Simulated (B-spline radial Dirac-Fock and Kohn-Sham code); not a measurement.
X-ray form factors of europium in several charge states

The computed values come from a B-spline atomic structure program: configuration-average Dirac-Fock orbitals.

Configurations: Eu⁵⁷⁺ [He] 2s2 2p2; Eu⁵⁹⁺ [He] 2s2; Eu⁶⁰⁺ [He] 2s1. The first column is f₀ of Eu⁵⁷⁺, the others are differences from it.

| s (Å⁻¹) | Eu⁵⁷⁺ | Δ Eu⁵⁹⁺ | Δ Eu⁶⁰⁺ |
| --- | --- | --- | --- |
| 0 | 6.000 | -2.000 | -3.000 |
| 0.05 | 5.999 | -2.000 | -3.000 |
| 0.1 | 5.997 | -1.999 | -2.998 |
| 0.15 | 5.994 | -1.997 | -2.996 |
| 0.2 | 5.989 | -1.995 | -2.993 |
| 0.25 | 5.983 | -1.993 | -2.988 |
| 0.3 | 5.976 | -1.990 | -2.983 |
| 0.35 | 5.967 | -1.986 | -2.977 |
| 0.4 | 5.958 | -1.982 | -2.970 |
| 0.45 | 5.946 | -1.977 | -2.962 |
| 0.5 | 5.934 | -1.971 | -2.954 |
| 0.6 | 5.905 | -1.959 | -2.933 |
| 0.7 | 5.871 | -1.944 | -2.910 |
| 0.8 | 5.833 | -1.927 | -2.883 |
| 0.9 | 5.790 | -1.909 | -2.853 |
| 1 | 5.742 | -1.888 | -2.819 |
| 1.1 | 5.690 | -1.865 | -2.783 |
| 1.2 | 5.634 | -1.841 | -2.744 |
| 1.4 | 5.510 | -1.787 | -2.657 |
| 1.6 | 5.372 | -1.727 | -2.561 |
